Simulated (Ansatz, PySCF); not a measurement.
Gas-phase reaction in SMILES: C=CB(O)O + 5 [H][H] (H2) → B (BH3) + 2 C (CH4) + 2 O (H2O)
Structures are relaxed separately at B3LYP-D3(BJ)/def2-TZVP in Ansatz (an electronic-structure program), one conformer each, not searched for the lowest. Frequencies are from Ansatz or PySCF.

Quantity: energy of full hydrogenation (enthalpy at 298 K, with B3LYP-D3(BJ) rigid-rotor harmonic-oscillator terms), in kcal/mol. Correlated levels leave the core frozen unless marked. No spin-orbit coupling. No relativistic terms. Basis-set limits of correlation are two-point, X^-3; Hartree-Fock from the larger set.

Level to compare with: CCSD(T)/CBS(cc-pVTZ,cc-pVQZ) (Ansatz), 16.8 kcal/mol. It is a level with limits of its own, and the differences hold the functionals' basis error too.

Q: Rank these functionals by how close they come to CCSD(T)/CBS(cc-pVTZ,cc-pVQZ), closest first: CAM-B3LYP/def2-TZVPD (Ansatz); HSE06/def2-TZVPD (Ansatz); r2SCANh/def2-TZVPD (Ansatz).

A: r2SCANh/def2-TZVPD (hybrid meta-GGA, 16.9 kcal/mol, difference 0.1), CAM-B3LYP/def2-TZVPD (range-separated hybrid, 12.7 kcal/mol, difference -4.1), HSE06/def2-TZVPD (screened hybrid, 10.6 kcal/mol, difference -6.2)
